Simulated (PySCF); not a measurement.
SeF2, SMILES F[Se]F. Atoms are numbered in the order given.

```xyz
3

Se     0.0000     0.0000     0.3999
F      0.0000     1.2902    -0.7553
F      0.0000    -1.2902    -0.7553
```
Charge 0, spin multiplicity 1.

Coordinates come from a ωB97X-D3(BJ)/def2-TZVP optimisation.

Level of theory: PySCF with M06-2X/def2-TZVPD.

Isolated molecule, no solvent.

The total energy is -2601.24787 hartree, the point group comes out as C2v and the highest occupied level is -8.57 eV. The lowest empty level is -1.45 eV and the orbital gap comes out as 7.12 eV. The dipole moment is 1.99 D and the quadrupole, principal values (traceless, Buckingham form, about the centre of nuclear charge) comes out as -1.04, -0.81, 1.85 D·Å. The mean static polarisability is 28.6 bohr³ (4.24 Å³). The polarisability, principal values is 26.8, 28.2, 30.8 bohr³.
